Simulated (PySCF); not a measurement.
**TDDFT excited states: C3H3ClF2O2**

Compound: C3H3ClF2O2.
SMILES: `O=COCC(F)(F)Cl`

Computed, not measured: PySCF, TDDFT B3LYP/def2-SVPD, vertical, gas phase, core orbitals frozen in the response. The structure is a single GFN2-xTB conformer in the gas phase; no vibrational or solvent corrections. Torsions of this conformer, `[O:1]=[CH:2][O:3][CH2:4][C:5]([F:6])([F:7])[Cl:8]`: O1–C2–O3–C4 -2°, C2–O3–C4–C5 -109°, O3–C4–C5–F6 -175°.

```
state  E (eV)  ν̃ (cm⁻¹)       f  |μ| (D)   main configurations (H = HOMO, L = LUMO)
   S1    5.95      47980  0.0014     0.25                                  H→L (97%)
   S2    7.49      60450  0.0049     0.41                 H→L+1 (65%), H-2→L+1 (30%)
   S3    7.65      61680  0.0053     0.43               H-1→L+1 (68%), H-3→L+1 (21%)
   S4    7.76      62610   0.011     0.60    H-2→L+1 (47%), H-1→L (23%), H→L+1 (19%)
   S5    7.84      63200   0.017     0.76    H-1→L (49%), H-2→L+1 (16%), H→L+1 (12%)
   S6    7.88      63520  0.0042     0.38                   H-2→L (79%), H-1→L (11%)
   S7    8.02      64670   0.072     1.53                   H-3→L (64%), H→L+2 (18%)
   S8    8.18      65980   0.024     0.88  H-3→L+1 (66%), H-1→L+1 (20%), H→L+2 (10%)
```

Triplets, Tamm–Dancoff:

```csv
state,E (eV),λ (nm),"main configurations (H = HOMO, L = LUMO)"
T1,5.39,230.2,H→L (96%)
T2,6.09,203.7,"H-3→L (50%), H-1→L (36%)"
T3,6.81,182.0,"H-2→L+1 (70%), H→L+1 (13%), H-1→L+1 (11%)"
```

The lowest singlet lies at 5.95 eV (208 nm, ultraviolet) and is very weak; its leading configuration is HOMO→LUMO (97%). The strongest level in the table is S7 at 8.02 eV (155 nm, f = 0.072). S1 has the pattern of n→π* at C=O. Orbital energies (eV): HOMO-3 -9.58, HOMO-2 -9.49, HOMO-1 -9.40, HOMO -8.75, LUMO -0.89, LUMO+1 -0.43, LUMO+2 0.32. The listed states span 2.23 eV, and the widest gap between neighbours is 1.55 eV (S1 to S2). The oscillator strengths of these states sum to 0.139; summed over the whole spectrum of an exact calculation they would give the number of electrons, 72 (Thomas–Reiche–Kuhn). Singlets were solved by full linear response, triplets in the Tamm–Dancoff approximation.
